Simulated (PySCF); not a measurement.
Species: C3H7FO3Se.
Geometry (PBE0-D3(BJ)/def2-SVP, Å), atoms numbered from 1 in this order:
```
atom  x, y, z in Å
C1    -1.711   -0.902    0.604
O2    -1.046   -0.737   -0.633
C3    -0.727    0.550   -0.947
Se4    0.858    1.177    0.083
O5     1.767    2.119   -0.854
O6     0.379    1.640    1.550
C7     1.894   -0.483    0.276
F8     1.361   -1.295    1.210
H9    -1.927   -1.972    0.708
H10   -1.083   -0.572    1.447
H11   -2.658   -0.334    0.617
H12   -0.414    0.626   -1.998
H13   -1.509    1.295   -0.709
H14    1.918   -0.965   -0.713
H15    2.897   -0.133    0.569
```

Linear response at CAM-B3LYP/def2-SVPD (PySCF, frozen core in the response, non-relativistic). The CAM-B3LYP/def2-SVPD calculation is non-relativistic and has no spin–orbit coupling, an omission that weighs most on selenium.

Static isotropic polarisability: 78.39 au (11.62 Å³), principal values 71.5, 76.3, 87.3 au.

(1) What is the polarisability at 1064 nm and at the sodium D line?

(2) What is the isotropic C6 coefficient between two such molecules, C6 = (3/π)∫α(iω)² dω?

(3) Which effective excitation energy ω̄ makes London's formula C6 = (3/4)α²ω̄ exact here?

(4) What molar refraction at the D line follows from R = (4π/3)·N_A·α′, with α′ the polarisability volume?

(5) What n − 1 at the D line would an ideal gas of it have at 273.15 K and 1 atm (2.6868 × 10¹⁹ cm⁻³), by n − 1 = 2π·N·α′?

(6) What three-body coefficient follows from the one-pole estimate C9 = (3/4)·α·C6?

(7) How many electrons N does the Slater–Kirkwood formula C6 = (3/4)·√N·α^(3/2) need to give this C6?

(8) The lowest 6 singlets have (eV, f): 6.27, 0.034; 6.56, 0.114; 6.80, 0.031; 6.95, 0.020; 6.99, 0.048; 7.34, 0.008. What share of the static polarisability do they carry in the sum over states α = Σ f/ω²?

(9) How anisotropic is the static polarisability, by Δα² = ½[(α1 − α2)² + (α2 − α3)² + (α3 − α1)²]?

Results:

(1) 79.02 au at 1064 nm (+0.8 %), 80.53 au at 589.3 nm (+2.7 %). The rise at 589.3 nm is 3.38 times that at 1064 nm; a pure ω² law gives 3.26. The lowest singlet lies at 198 nm, shorter than both wavelengths.

(2) 2701 au (Eh·bohr⁶) by a ten-point quadrature over imaginary frequencies, which is 1610 eV·Å⁶ or 156 J·nm⁶/mol.

(3) ω̄ = 4·C6/(3α²) = 0.586 Eh = 15.9 eV. A one-pole form α(ω) = α/(1 − ω²/ω̄²) fitted to the 1064 nm value gives 13.0 eV.

(4) α′ = 11.93 Å³ gives R = 30.10 cm³/mol, for isolated, non-vibrating species.

(5) 20.15 × 10⁻⁴, a formal value whether or not that pressure can be reached.

(6) 159000 au. This is an estimate from the two numbers above, not a computed integral.

(7) N = (4·C6/3)²/α³ = 26.9; the species has 92 electrons in all.

(8) 4.22 au, 5.4 % of α; the largest term, 1.96 au, is that of the state at 6.56 eV. Their oscillator strengths add up to 0.25. Higher states carry the rest.

(9) Δα = 14.0 au, or 0.18 of the isotropic value.

One conformer stands for the species.
